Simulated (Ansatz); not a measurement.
Gas-phase electronic energies from Ansatz, PBE0-D4/def2-TZVP geometries. CBS: MP2 limit from def2 TZ/QZ plus the TZ coupled-cluster correction, frozen cores. Functionals use def2-TZVPP. B3LYP here is the variant with VWN-RPA as its local correlation; programs differ in this. Elements past krypton have def2 core potentials. For Sn outer-core shells are correlated without core-valence functions, which leaves a few kJ/mol of doubt a bond. Each species was taken in one conformer, which may not be the lowest.

`ClC[SiH2][SnH3]` + `FCC1CO1` → `FC[SiH2][SnH3]` + `ClCC1CO1`  (formal exchange of groups at the Si–C bond)

Is it downhill or uphill in electronic energy at CCSD(T)/CBS, and by how much? (Best estimate.)

Ansatz gave: Uphill: ΔE = +3.8 kcal/mol.

What do these levels give: PBE-D4, r2SCAN-D4, PBE0-D4, B3LYP-D4, ωB97X-V, B2PLYP, HF/def2-TZVPP, MP2/def2-TZVPP, CCSD/def2-TZVPP, CCSD(T)/def2-TZVPP, HF/CBS(def2), MP2/CBS(def2)? (An estimate is asked.)

Computed: PBE-D4 2.9, r2SCAN-D4 3.1, PBE0-D4 3.4, B3LYP-D4 3.2, ωB97X-V 3.4, B2PLYP 3.1, HF/def2-TZVPP 3.6, MP2/def2-TZVPP 3.9, CCSD/def2-TZVPP 3.7, CCSD(T)/def2-TZVPP 3.6, HF/CBS(def2) 3.6, MP2/CBS(def2) 4.1 kcal/mol.

Largest T1 diagnostic among the species: 0.013.
